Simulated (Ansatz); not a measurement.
`[SiH3][GeH2][SiH3]` + HCl → `[SiH3][GeH2][Cl]` + SiH₄ at 500 K and 1 bar (cleavage of the Ge–Si bond).

Computed with Ansatz on PBE0-D4/def2-TZVP structures; ΔE is electronic, products minus reactants. CCSD(T)/CBS is the MP2 limit (def2-TZVPP, def2-QZVPP) plus CCSD(T) − MP2 in def2-TZVPP, frozen cores. This one scheme is used for every species. For Ge outer-core shells are correlated without core-valence functions, which leaves a few kJ/mol of doubt a bond. Scalar relativity is left out up to krypton.

| species | CCSD(T)/CBS energy (Eh) | H − E (kJ/mol) | S (J/(mol·K)) |
| --- | --- | --- | --- |
| `[SiH3][GeH2][SiH3]` | -2659.07062 | 222.5 | 434.0 |
| HCl | -460.38127 | 32.5 | 201.9 |
| `[SiH3][GeH2][Cl]` | -2828.00643 | 150.6 | 392.7 |
| SiH₄ | -291.46306 | 102.4 | 230.9 |

H − E and S are ideal-gas, rigid-rotor, harmonic terms from PBE0-D4/def2-TZVP. 1 Eh = 2625.50 kJ/mol, R = 8.31446 J/(mol·K).

**Question.** By hand: ΔE, ΔH, ΔS and ΔG.

**Answer.** ΔE = (-2828.00643) + (-291.46306) − (-2659.07062) − (-460.38127) = -0.01760 Eh = -46.2 kJ/mol. Δ(H − E) = 150.6 + 102.4 − 222.5 − 32.5 = -2.0, so ΔH = -48.2 kJ/mol. ΔS = 392.7 + 230.9 − 434.0 − 201.9 = -12.3 J/(mol·K). ΔG = -48.2 − 500 × (-12.3)/1000 = -42.1 kJ/mol.

**Question.** By hand: the equilibrium constant, and the temperature at which ΔG would vanish if ΔH and ΔS stayed fixed.

**Answer.** log₁₀ K = −ΔG/(RT ln 10) = 4.4. ΔG = 0 at ΔH/ΔS = 3919 K, far beyond where these terms or the molecules hold.

The number of gas molecules stays the same, so ΔS is small and ΔH decides. A doubt of 5 kJ/mol in ΔE shifts log₁₀ K by 0.5 here. These are equilibria of isolated gas molecules and say nothing of rates. Largest T1 diagnostic: 0.012 (customary marks: 0.02 for closed shells, 0.045 for open ones).
